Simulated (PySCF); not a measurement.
C₅H₉NO.
Atom-mapped SMILES: `[CH2:1]=[C:2]([CH2:3][CH3:4])[C:5]([NH2:6])=[O:7]` (hydrogens: H8, H9 on C1; H10, H11 on C3; H12, H13, H14 on C4; H15, H16 on N6)

The same species was optimised twice, with GFN2-xTB and with PBE0-D3(BJ)/def2-SVP (PySCF), and the same property calculations (PySCF, gas phase) were run on both structures.

```
     coordinate  GFN2-xTB  PBE0-D3(BJ)/def2-SVP  change
      C1=C2 (Å)     1.327                 1.340  +0.013
      C2–C5 (Å)     1.497                 1.505  +0.008
      C5–N6 (Å)     1.356                 1.361  +0.005
      C5=O7 (Å)     1.213                 1.217  +0.004
      C3–C4 (Å)     1.530                 1.528  -0.002
      C2–C3 (Å)     1.502                 1.504  +0.002
   C2–C3–C4 (°)     110.5                 112.7    +2.2
   C2–C5–O7 (°)     123.6                 121.4    -2.2
   C2–C5–N6 (°)     114.6                 116.5    +1.9
   N6–C5–O7 (°)     121.8                 122.1    +0.3
   C3–C2–C5 (°)     115.4                 115.4     0.0
   C1–C2–C5 (°)     121.7                 121.7     0.0
   C1–C2–C3 (°)     122.8                 122.8     0.0
C1–C2–C3–C4 (°)        96                    97      +1
C1–C2–C5–N6 (°)        40                    26     -14
```

Rotational constants: A = 3987, B = 2193, C = 1565 MHz (GFN2-xTB) against A = 3979, B = 2176, C = 1532 MHz (PBE0-D3(BJ)/def2-SVP). Point groups within 0.08 Å: C1 and C1.

On the GFN2-xTB structure: lowest singlet, TDDFT (eV) 4.85 [PBE0/def2-SVPD]; isotropic polarisability (au) 72.4 [PBE0/def2-SVPD]; HOMO (eV) -7.42 [PBE0/def2-SVPD]; LUMO (eV) -0.87 [PBE0/def2-SVPD]; dipole (D) 3.49 [PBE0/def2-SVPD].

**Question.** What do these properties become on the PBE0-D3(BJ)/def2-SVP structure?

**Answer.** 
```tsv
property	level	on GFN2-xTB	on PBE0-D3(BJ)/def2-SVP	change
lowest singlet, TDDFT (eV)	PBE0/def2-SVPD	4.85	4.62	-0.23
isotropic polarisability (au)	PBE0/def2-SVPD	72.4	73.6	+1.2
HOMO (eV)	PBE0/def2-SVPD	-7.42	-7.45	-0.03
LUMO (eV)	PBE0/def2-SVPD	-0.87	-1.11	-0.24
dipole (D)	PBE0/def2-SVPD	3.49	3.44	-0.05
energy, GFN2-xTB geometry as zero (kcal/mol)	PBE0/def2-SVPD	0.0	-1.1	-1.1
```

The heavy atoms differ by 0.121 Å rms after alignment. Among bonds between heavy atoms C1=C2 changes most (+0.013 Å). Changes are differences of the printed values. Neither structure is proved a minimum here.

Conformer computed: `[CH2:1]=[C:2]([CH2:3][CH3:4])[C:5]([NH2:6])=[O:7]`: C1–C2–C3–C4 97°, C1–C2–C5–N6 26°, H–N6–C5–C2 16°, H–N6–C5–C2 177°.
